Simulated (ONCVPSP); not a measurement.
**Ranking ONCV potentials for Tb**

All share these settings but for the change named:

- Element: terbium
- Generator: ONCVPSP 4.0.1
- Type: optimised norm-conserving Vanderbilt (ONCV)
- Functional: LDA (Perdew-Zunger)
- Relativity: non-relativistic
- Frozen core: [Kr] 4d10 4f8
- Valence charge: 11
- Reference configuration: 5s2 5p6 5d1 6s2
- Partial waves: 5s+6s: rc 2.00 bohr, ncon 4, nbas 7, qcut 5 1/bohr, 3 projectors, debl 3.4 Ha; 5p: rc 2.55 bohr, ncon 5, nbas 9, qcut 4.3 1/bohr, 1 projector; 5d: rc 3.25 bohr, ncon 5, nbas 10, qcut 3.8 1/bohr, 1 projector
- Local potential: polynomial inside 1.95 bohr (lpopt 5, dvloc0 0 Ha)
- Core correction: Teter function, fcfact 2.5, rcfact 1.1

Test errors are all-electron minus pseudo excitation energies from the reference, over 5s2 5p6 5d1 6s1; 5s2 5p6 5d1 6s0; 5s2 5p6 5d0 6s0; 5s2 5p6 5d1.5 6s1.5. None of these files shows a bound ghost.

The base gives 38.9 meV.

Of 5 variants that were run, those that failed, showed a ghost or another fault, or gave nearly equal values are left out.

Problem. Rank these variants by their largest absolute test error, smallest first.
A. all radii but the core radius scaled by about 1.10 (s 2.20, p 2.80, d 3.56 bohr); local potential polynomial inside 2.14 bohr (lpopt 5, dvloc0 0 Ha)
B. all radii but the core radius scaled by about 1.20 (s 2.40, p 3.06, d 3.92 bohr); local potential polynomial inside 2.34 bohr (lpopt 5, dvloc0 0 Ha)
C. all radii but the core radius scaled by about 0.82 (s 1.64, p 2.08, d 2.66 bohr); local potential polynomial inside 1.60 bohr (lpopt 5, dvloc0 0 Ha)
D. all radii but the core radius scaled by about 0.92 (s 1.82, p 2.34, d 2.98 bohr); local potential polynomial inside 1.78 bohr (lpopt 5, dvloc0 0 Ha)
E. all radii but the core radius scaled by about 1.31 (s 2.62, p 3.32, d 4.24 bohr); local potential polynomial inside 2.54 bohr (lpopt 5, dvloc0 0 Ha)

Solution. C (7.6 meV), D (19.2 meV), A (61.8 meV), B (118.4 meV), E (162.7 meV).
